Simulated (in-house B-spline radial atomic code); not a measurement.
A fraction x of an electron is added to 6s in neutral caesium, starting from [Xe] 6s1 and keeping the highest spin. All numbers are computed (scalar-relativistic (X2C) PBEsol, spin-polarised, spherical fractional occupations; Fermi nucleus of rms radius 4.8041 fm) with an all-electron radial atomic-structure program (B-spline basis), not measured.

```csv
x,E(x) - E(0) (eV),6s down level (eV)
0,0.0000,-
0.1,-0.1591,-1.478
0.2,?,?
0.3,?,?
0.4,-0.4804,-0.682
0.5,-0.5362,-0.434
0.6,-0.5675,-0.195
```

Problem. What belongs in the row x = 0.2?

Solution. An energy change of -0.2929 eV; 6s down at -1.200 eV.

Problem. What belongs in the row x = 0.3?

Solution. An energy change of -0.3996 eV; 6s down at -0.936 eV.

Problem. Check Janak's theorem between x = 0.4 and 0.5.

Solution. The slope of the energy is -0.56 eV; the orbital levels give -0.56 eV (ε of the filling orbital, averaged over the two points).

Problem. Up to what added charge does this functional bind the extra electron?

Solution. The highest level rises by about 2.4 eV per electron near x = 0.6 and would reach zero near x = 0.68, so a whole extra electron isn't bound at the basis-set limit.
